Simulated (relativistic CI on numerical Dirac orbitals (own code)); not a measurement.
## Level scheme of W⁴⁷⁺

Calculated at this level of theory: Dirac-Coulomb-Breit CI, KLI orbitals optimised for each configuration, QED by a radiative potential, unscaled Slater integrals (own radial code, finite nucleus).

Configurations in the expansion (outside the closed core [Ne]): 3s2 3p6 3d9, 3s2 3p5 3d10, 3s 3p6 3d10, 3s2 3p6 3d8 4s, 3s2 3p6 3d8 4p, 3s2 3p4 3d10 4s, 3s2 3p6 3d8 4d, 3s2 3p4 3d10 4p, 3s2 3p5 3d9 4s, 3s2 3p6 3d8 4f, 3s2 3p4 3d10 4d, 3s 3p5 3d10 4s, 3s2 3p5 3d9 4p, 3s 3p5 3d10 4p, 3s2 3p6 3d7 4s2, 3s2 3p5 3d9 4d. Levels of other configurations are missing.

```
No.  Configuration  Term     J   E (eV)   %         jj configuration (%)
 41     3d8(1D) 4p   2P°   1/2  1821.39  60           3d5/2^4 4p3/2 (99)
 42     3d8(3P) 4p   2P°   3/2  1822.08  53           3d5/2^4 4p3/2 (98)
 43     3d8(3F) 4p   4G°   5/2  1839.55  45   3d3/2^2 3d5/2^6 4p1/2 (99)
 44     3d8(1S) 4p   2P°   3/2  1839.90  49           3d5/2^4 4p3/2 (97)
 45     3d8(3F) 4p   2D°   3/2  1843.94  36   3d3/2^2 3d5/2^6 4p1/2 (98)
 46     3d8(1S) 4p   2P°   1/2  1865.53  57   3d3/2^2 3d5/2^6 4p1/2 (97)
 47     3d8(3F) 4p   4G°   9/2  1873.98  68  3d3/2^3 3d5/2^5 4p3/2 (100)
 48     3d8(3F) 4p   4D°   5/2  1874.57  43   3d3/2^3 3d5/2^5 4p3/2 (99)
 49     3d8(3F) 4p   4F°   7/2  1875.71  57  3d3/2^3 3d5/2^5 4p3/2 (100)
 50     3d8(3F) 4p   2D°   3/2  1876.39  47   3d3/2^3 3d5/2^5 4p3/2 (98)
 51     3d8(3P) 4p   4P°   5/2  1882.88  44   3d3/2^3 3d5/2^5 4p3/2 (99)
 52     3d8(3P) 4p   4D°   7/2  1884.09  47   3d3/2^3 3d5/2^5 4p3/2 (99)
 53     3d8(3P) 4p   2D°   3/2  1885.75  34   3d3/2^3 3d5/2^5 4p3/2 (99)
 54     3d8(3P) 4p   2P°   1/2  1886.16  38   3d3/2^3 3d5/2^5 4p3/2 (97)
 55     3d8(1G) 4p   2H°  11/2  1887.45  87   3d3/2^3 3d5/2^5 4p3/2 (99)
 56     3d8(1G) 4p   2F°   5/2  1888.75  82   3d3/2^3 3d5/2^5 4p3/2 (99)
 57     3d8(3P) 4p   2P°   1/2  1890.68  44   3d3/2^3 3d5/2^5 4p3/2 (98)
 58     3d8(3P) 4p   4D°   5/2  1890.70  56  3d3/2^3 3d5/2^5 4p3/2 (100)
 59     3d8(1G) 4p   2G°   7/2  1891.99  53   3d3/2^3 3d5/2^5 4p3/2 (98)
 60     3d8(3P) 4p   4S°   3/2  1893.00  41   3d3/2^3 3d5/2^5 4p3/2 (99)
 61     3d8(1G) 4p   2G°   9/2  1894.17  71   3d3/2^3 3d5/2^5 4p3/2 (99)
 62     3d8(3F) 4p   4F°   3/2  1945.58  27   3d3/2^2 3d5/2^6 4p3/2 (99)
 63     3d8(1D) 4p   2D°   5/2  1947.06  28   3d3/2^2 3d5/2^6 4p3/2 (99)
 64     3d8(1D) 4p   2F°   7/2  1947.53  35   3d3/2^2 3d5/2^6 4p3/2 (99)
 65     3d8(3F) 4p   4D°   1/2  1948.01  54   3d3/2^2 3d5/2^6 4p3/2 (97)
 66     3d8(3F) 4d    4P   5/2  1950.18  40           3d5/2^4 4d3/2 (98)
 67     3d8(3F) 4d    4D   7/2  1952.93  38           3d5/2^4 4d3/2 (96)
 68     3d8(3F) 4d    2H  11/2  1954.00  46           3d5/2^4 4d3/2 (99)
 69     3d8(3F) 4d    4G   9/2  1956.05  34           3d5/2^4 4d3/2 (98)
 70     3d8(1D) 4d    2D   3/2  1960.31  52           3d5/2^4 4d3/2 (94)
```

Energies count from the lowest computed level; ° marks odd parity. Percentages are summed over parent terms; the parents shown are those of the largest component, closed shells are left out there. Filled j subshells are mostly left out of the jj labels.

The mean weight of the leading LS term, summed over parents, in these 30 levels is 49 %, and that of the leading jj configuration (from the same eigenvectors) 98 %, so jj coupling describes them better and the LS labels are nominal.

At this charge energies of transitions that change n are usually good to better than 1 %, and those within a shell (Δn = 0) to a few per cent.

LS names give the leading component of a level, which can be under half, so a name can repeat, a term be missing and a line seem to break the LS rules.
